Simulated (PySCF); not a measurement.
Spin states of GaH

Unrestricted PBE0; basis Ga x2c-SVPall, H x2c-SVPall; spin-free X2C with a Gaussian nucleus; PySCF 2.14. Outer shells of the fragments: Ga 3d10 4s2 4p1; H 1s1.

Followed along the bond (rough minima from three points):

```tsv
2Ms+1	unpaired	⟨S²⟩ at the start	R at minimum (Å)	Te (eV)
1	none	0.00	1.68	0.00
3	σ ↑, π ↑	2.00	1.61	2.05
```

Solutions found at the starting distance of 1.525 Å, counted from the lowest of them; the search is not exhaustive and high or unbound solutions are not listed, so other states can lie among these:

| 2Ms+1 | unpaired | term | E (eV) | ⟨S²⟩ | ⟨Lz²⟩ | μ (D) |
| --- | --- | --- | --- | --- | --- | --- |
| 1 | none | ¹Σ⁺ | 0.00 | 0.00 | 0.00 | 0.36 |
| 3 | σ ↑, π ↑ | ³Π | 1.95 | 2.00 | 1.00 | -0.08 |
| 1 | σ ↑, π ↓ | mixed | 2.33 | 1.01 | 1.00 | 0.11 |
| 3 | π ↑↑ | ³Σ⁻ | 5.54 | 2.10 | 0.00 | -0.44 |
| 1 | π ↑↓ | mixed | 5.97 | 1.00 | 2.01 | -0.52 |
| 3 | σ ↑↑ | ³Σ⁺ | 6.16 | 2.00 | 0.00 | 1.15 |
| 1 | none | mixed | 6.74 | 0.00 | 2.00 | -0.51 |

A term symbol is given only where ⟨S²⟩ and ⟨Lz²⟩ are close to those of a pure state; real π, δ and φ orbitals otherwise mix terms. A positive dipole means Ga(−)H(+).

Task: Compare the gap between the two lowest followed solutions at the starting distance with the gap between their minima.

Result: At PBE0 the second solution (triplet, unpaired electrons σ ↑, π ↑) lies +1.95 eV from the first (singlet, closed shell) at 1.525 Å and +2.05 eV at the minima; the two curves relax by different amounts, since their minima lie near 1.61 and 1.68 Å.

Counting both spins, an empty level lies below a filled one in some of these solutions, because spin and occupation are held.
